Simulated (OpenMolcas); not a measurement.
Ir2+ in a point-charge field

Ir2+ among 6 point charges of -1.7 e arranged as an octahedron (Oh), 1.97 Å from the ion.
```
   1.9700    0.0000    0.0000  -1.70
   0.0000    1.9700    0.0000  -1.70
  -1.9700    0.0000    0.0000  -1.70
   0.0000   -1.9700    0.0000  -1.70
   0.0000    0.0000    1.9700  -1.70
   0.0000    0.0000   -1.9700  -1.70
```

```
Program             : OpenMolcas
Method              : CASSCF
Basis               : ANO-RCC-VDZP [7s6p4d2f]
Scalar Hamiltonian  : DKH2, point nucleus
Active space        : 7 electrons in 5 orbitals (5d)
State averaging     : 2S+1 = 4 even, 10 roots; 2S+1 = 2 even, 40 roots
Spin-orbit coupling : RASSI with atomic mean-field integrals over the reference wave functions
```

The lowest spin-free states (labels of O, the rotations of Oh), above the lowest:

```tsv
State	Degeneracy	E (cm-1)	Free-ion L (%)
4T1	3	0.0	F (93)
2E	2	3126	G (45)
4T2	3	13292	F (100)
2T1	3	13970	G (51)
2T2	3	15334	G (61)
2T1	3	19355	P (61)
4T1	3	23924	P (93)
2A1	1	25620	G (100)
2T2	3	27016	H (59)
4A2	1	28405	F (100)
2T1	3	28743	H (64)
2E	2	30305	H (51)
2T2	3	34187	D (73)
2T1	3	36083	H (45)
2T2	3	37191	F (82)
2E	2	40617	G (54)
2A2	1	41673	F (100)
2T1	3	46100	F (42)
2E	2	58346	D (96)
2T2	3	62239	D (81)
```

The lowest levels with spin-orbit coupling:

```tsv
E (cm-1)	Degeneracy	Label	2S+1	g
0.0	2	Γ6	4	4.72 4.72 4.72
290.3	4	Γ8	4 (68 %)	
2748	4	Γ8	4 (80 %)	
7456	2	Γ7	4	0.43 0.43 0.43
11078	4	Γ8	2 (54 %)	
13095	4	Γ8	2 (57 %)	
16881	2	Γ6	4 (73 %)	2.58 2.58 2.58
17295	2	Γ7	4 (53 %)	0.74 0.74 0.74
17450	4	Γ8	4 (54 %)	
19584	4	Γ8	2 (55 %)	
19975	4	Γ8	2 (57 %)	
21814	2	Γ6	2 (74 %)	2.22 2.22 2.22
23555	2	Γ7	4 (67 %)	0.10 0.10 0.10
24728	2	Γ6	2 (85 %)	1.08 1.08 1.08
25224	4	Γ8	2 (54 %)	
27523	2	Γ7	4 (59 %)	0.87 0.87 0.87
27612	4	Γ8	4 (73 %)	
30148	2	Γ6	2 (64 %)	2.42 2.42 2.42
30572	4	Γ8	4 (58 %)	
32122	4	Γ8	2 (70 %)
```

Powder χT (cm3 K/mol): 2.1 at 2 K, 2.16 at 10 K, 2.45 at 50 K, 2.76 at 100 K, 3.02 at 200 K, 3.08 at 300 K. The effective moment at 300 K is 2.828 √(χT) = 4.96 μB.

The lowest level has 2S+1 = 4, for which the spin-only value is χT = S(S+1) / 2 = 1.875 cm3 K/mol (g = 2). The computed 3.080 at 300 K differs by +1.205, through orbital momentum, spin-orbit coupling and any other state in reach. With a threefold ground state the orbital momentum is unquenched, so the spin-only value is not expected to hold.

A least-squares ligand-field fit to the states below 45000 cm-1, each weighted by its degeneracy and with a free common offset, gives 10Dq = 13925 cm-1, B = 795 cm-1 and C = 3274 cm-1 (C/B = 4.12), with an rms deviation of 423 cm-1.

An orbital triplet at a regular site is open to Jahn-Teller coupling, which can distort the site and quench the lowest spin-orbit gaps and is left out. Without dynamic correlation the repulsion within the d shell is too large (B by tens of per cent), so at a given field states of lower spin stand too high. This shell can be high or low spin here, a state of another spin lies low, and with metal d orbitals alone active their balance is uncertain, so the ground spin may be wrong. Point charges give a weaker field than real ligands, and real ions of this kind are as a rule low spin; the high spin found here belongs to the model. This is an electrostatic model: the charges have no orbitals. No measured value stands beside these numbers.

The RASSCF and RASSI steps took 10 s on 1 thread of Arm Neoverse V1, on a shared host; the integral step is not counted.
